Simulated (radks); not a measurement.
Fractional charge and spin in the 6s shell of tantalum: the spin-up occupation runs from 0 to 1 and the spin-down occupation from 0 to 1; the fullest corner is Ta, [Xe] 4f14 5d(up 1.5, down 1.5) 6s(up 1, down 1). Method: scalar-relativistic Kohn-Sham, LDA (Slater exchange, Perdew-Wang correlation), spin-polarised, spherical densities, point nucleus; computed with a radial shooting solver on a logarithmic mesh with Libxc functionals. Energy (eV) minus the two flat planes that join the four corners (they meet along the diagonal where the two added fractions sum to one electron); zero is where a piecewise linear energy would lie.

| down \ up | 0 | 0.25 | 0.5 | 0.75 | 1 |
|---|---|---|---|---|---|
| 0 | 0.000 | -0.618 | -0.823 | -0.616 | 0.000 |
| 0.25 | -0.618 | -0.774 | -0.525 | 0.127 | -0.558 |
| 0.5 | -0.823 | -0.525 | 0.169 | -0.479 | -0.740 |
| 0.75 | -0.616 | 0.127 | -0.479 | -0.703 | -0.551 |
| 1 | 0.000 | -0.558 | -0.740 | -0.551 | 0.000 |

Corners above the fullest one (they belong to Ta+ and the next ion): (up 1, down 0) 8.525 eV, (up 0, down 1) 8.525 eV, (up 0, down 0) 23.995 eV. With half an added electron in each spin the energy lies 0.169 eV from the planes, and with half an added electron in spin up alone -0.823 eV. The planes are only a guide here: the flat-plane condition holds for ground states with one frontier orbital, while this shell lies below other occupied shells, so the corners above the fullest one are inner-hole states and not the ground states of those ions.
